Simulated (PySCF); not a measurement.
TeF4, SMILES F[Te](F)(F)F.

Coordinates come from a PBE0-D3(BJ)/def2-SVP optimisation. The geometry has at least one imaginary mode, so it is a saddle point at that level. The isomer is the one that the SMILES or the coordinates give; other isomers of the formula were not compared. The def2 effective core potentials stand for the cores of Te; spin–orbit coupling is left out.

Method: PBE/def2-TZVP in PySCF.

Symmetry labels are those of the subgroup C2v that the program uses (full group C4v).

Q: List the valence orbital energies around the gap with their symmetry. (An estimate is asked for; the answer gives what the named calculation found.)

A: 
```tsv
orbital	symmetry	energy (eV)
HOMO−7	A2	-10.78
HOMO−6	B1	-10.46
HOMO−5	B2	-10.46
HOMO−4	B1	-9.88
HOMO−3	B2	-9.88
HOMO−2	A2	-9.85
HOMO−1	A2	-9.18
HOMO	A1	-9.12
LUMO	A1	-3.42
LUMO+1	B1	-2.58
LUMO+2	B2	-2.58
LUMO+3	A1	2.37
```
